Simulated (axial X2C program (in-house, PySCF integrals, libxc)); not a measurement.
## Which molecule has these constants?

Computed with an axial X2C code built on PySCF integrals, spin-free (one-electron X2C) or two-component (2c: spin–orbit coupling with atomic mean-field Coulomb and Gaunt terms, which also bring small scalar terms), in Dyall basis sets with cores contracted in-house; open shells are unrestricted.

A two-component PBE0 calculation in a Dyall 3-zeta basis gave Re = 1.754 Å, ωe = 531.5 cm⁻¹, De = 3.20 eV, dipole magnitude 2.89 D, Ω = 3/2.

Question: Which molecule is it?
A. MnGe
B. MnC
C. MnSi

Answer: B. The others have MnSi 2.333 Å and 326.1 cm⁻¹ (Ω = 3/2); MnGe 2.548 Å and 214.9 cm⁻¹ (Ω = 7/2).

Each entry is the lowest single determinant of a limited PBE0 search at one distance. De goes to single-determinant-based atoms at the same level (for ions the charge split of lowest energy) and is withheld (n/a) where an atom does not fit its ground term or J level. Main or longest-lived isotopes. One determinant is a doubtful description, or other states lie close, for MnC, MnSi, MnGe; these need not be ground states, and all values refer to the states named. With several unpaired electrons the Ω given is that of one determinant, not necessarily of the lowest component. Some light 2c atoms are not at their ground J level, so De misses part of their lowering (0.04 eV or less). The functionals have no current term, which raises determinants with orbital currents.
